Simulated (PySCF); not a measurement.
One molecule, one basis, several functionals.

Compound: C2H4BCl3.
SMILES with atom numbers: `[Cl:1][CH2:2][CH2:3][B:4]([Cl:5])[Cl:6]` (hydrogens: H7, H8 on C2; H9, H10 on C3)

Torsions of this conformer, `[Cl:1][CH2:2][CH2:3][B:4]([Cl:5])[Cl:6]`: Cl1–C2–C3–B4 179°, C2–C3–B4–Cl5 -177°.

PySCF, def2-SVPD basis, density fitting, gas phase, PBE0-D3(BJ)/def2-SVP geometry; singlet excitations by full TDDFT with frozen cores, triplets by Tamm–Dancoff TDDFT and ionisation energies by ΔSCF, from the lowest of the holes tried. One functional is left out:

| functional | exact exchange (%) | HOMO energy (eV) | LUMO energy (eV) | lowest singlet excitation (eV) | lowest triplet excitation (eV) | mean polarisability (au) | vertical ionisation energy (eV) |
| --- | --- | --- | --- | --- | --- | --- | --- |
| LDA | 0 | -7.29 | -2.85 | 4.46 | 4.43 | 84.5 | 11.08 |
| PBE | 0 | -7.20 | -2.63 | 4.59 | 4.52 | 83.8 | 10.80 |
| B3LYP | 20 | -8.33 | -1.85 | 5.59 | 5.39 | 81.0 | 10.56 |
| BHandHLYP | 50 | -9.88 | -0.56 | 6.47 | 6.10 | 77.6 | 10.99 |

Problem. Predict the row of PBE0 (25 % exact exchange) by straight lines through the other rows, and check it.

Solution. 
```csv
property,line,computed,computed − line,"B3LYP (20 %), for comparison"
HOMO energy (eV),-8.57,-8.61,-0.04,-8.33
LUMO energy (eV),-1.65,-1.68,-0.03,-1.85
lowest singlet excitation (eV),5.57,5.76,+0.19,5.59
lowest triplet excitation (eV),5.36,5.48,+0.12,5.39
mean polarisability (au),80.7,80.0,-0.7,81.0
vertical ionisation energy (eV),10.86,10.66,-0.20,10.56
```

Problem. Which of these properties follows the share of exact exchange most closely, and which least?

Solution. Most closely the HOMO energy, least the vertical ionisation energy; the correlations over the tabulated rows are HOMO energy -0.999, LUMO energy 0.996, mean polarisability -0.992, lowest singlet excitation 0.987, lowest triplet excitation 0.985, vertical ionisation energy 0.041. The HOMO energy moves by -0.527 eV for every 10 %. Functionals with the same share still differ in their other parts: at 0 % LDA and PBE differ by 0.09 eV in it.
